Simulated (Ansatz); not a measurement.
`C=[C]([SiH3])[GaH2]` + `CBN` → `CB[NH][GaH2]` + `C=C[SiH3]`  (ligand exchange at a Ga–C bond)

Calculated with Ansatz (gas phase, PBE0-D4/def2-TZVP geometries, no zero-point term in ΔE). CCSD(T)/CBS adds triple-zeta CCSD(T) − MP2 to the extrapolated MP2 energy (def2 sets, frozen cores). DFT in def2-TZVPP. For Ga outer-core shells are correlated without core-valence functions, which leaves a few kJ/mol of doubt a bond. Scalar relativity is left out up to krypton. Each species was taken in one conformer, which may not be the lowest.

(1) Is it downhill or uphill in electronic energy at CCSD(T)/CBS, and by how much? (Estimate.)

(2) What do these levels give: LDA (SPW92), revPBE-D4, revPBE, r2SCANh, r2SCAN0, CAM-B3LYP, LC-ωPBE, MP2/def2-SVP, CCSD/def2-TZVPP, CCSD(T)/def2-TZVPP, SCS-MP2/def2-QZVPP, MP2/CBS(def2)? (An estimate is asked.)

Largest T1 diagnostic among the species: 0.013.

## Answers

(1) Computed: Downhill: ΔE = -36.4 kJ/mol.

(2) The calculation gave: LDA (SPW92) -31.4, revPBE-D4 -31.1, revPBE -31.1, r2SCANh -35.4, r2SCAN0 -35.3, CAM-B3LYP -39.0, LC-ωPBE -35.0, MP2/def2-SVP -39.2, CCSD/def2-TZVPP -39.2, CCSD(T)/def2-TZVPP -38.1, SCS-MP2/def2-QZVPP -38.7, MP2/CBS(def2) -35.0 kJ/mol.

In def2-TZVPP, CCSD(T) changes the Hartree–Fock value by +4.8 kJ/mol (the triples alone add +1.1 kJ/mol) and MP2 by +6.1 kJ/mol. Leaving LDA and LC-ωPBE aside and taking each functional with its dispersion term where it has one, the values, not all of them listed here, spread over 7.7 kJ/mol, from B2PLYP to PBE-D4.
